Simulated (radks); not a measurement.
Species: Tm24+. Configuration: [Kr] 4d9 (the NIST ground configuration). Calculated with a radial shooting solver on a logarithmic mesh with Libxc functionals: non-relativistic Kohn-Sham, TPSS, spin-polarised, spherical densities, point nucleus; open shells are filled with parallel spins first (spin-orbit coupling, left out, can overturn this in heavy ions); meta-GGA in the generalised Kohn-Sham scheme; relativity is left out, which matters for an element this heavy.

Normalised radial functions P(r) = r R(r), r in bohr:

r	3d down	4d up	4d down
0.003079	0.0004	0.0002	0.0002
0.004009	0.0008	0.0005	0.0005
0.005221	0.0018	0.0010	0.0010
0.006744	0.0037	0.0021	0.0021
0.008781	0.0079	0.0044	0.0044
0.01143	0.0164	0.0092	0.0092
0.01489	0.0335	0.0187	0.0187
0.01939	0.0670	0.0374	0.0374
0.02504	0.1275	0.0711	0.0711
0.03261	0.2391	0.1328	0.1328
0.04246	0.4281	0.2362	0.2361
0.05529	0.7229	0.3941	0.3939
0.07142	1.1201	0.5975	0.5972
0.093	1.6084	0.8216	0.8212
0.1211	2.0641	0.9642	0.9637
0.1577	2.3042	0.8741	0.8736
0.2037	2.1731	0.4397	0.4392
0.2652	1.6564	-0.3374	-0.3377
0.3454	0.9684	-1.1629	-1.1624
0.4497	0.4071	-1.5975	-1.5966
0.5809	0.1186	-1.4191	-1.4190
0.7564	0.0198	-0.8437	-0.8447
0.985	0.0017	-0.3172	-0.3185
1.283	0.0001	-0.0680	-0.0685
1.657	0.0000	-0.0077	-0.0077
2.157	0.0000	-0.0003	-0.0003
2.809	0.0000	0.0000	0.0000

3d down: eigenvalue -2227.7 eV, 0 radial nodes, <r> = 0.200 bohr, 90 % of the charge inside 0.310 bohr. 4d up: eigenvalue -855.53 eV, 1 radial node at r = 0.239 bohr, <r> = 0.503 bohr, 90 % of the charge inside 0.736 bohr. 4d down: eigenvalue -853.55 eV, 1 radial node at r = 0.239 bohr, <r> = 0.503 bohr, 90 % of the charge inside 0.736 bohr.
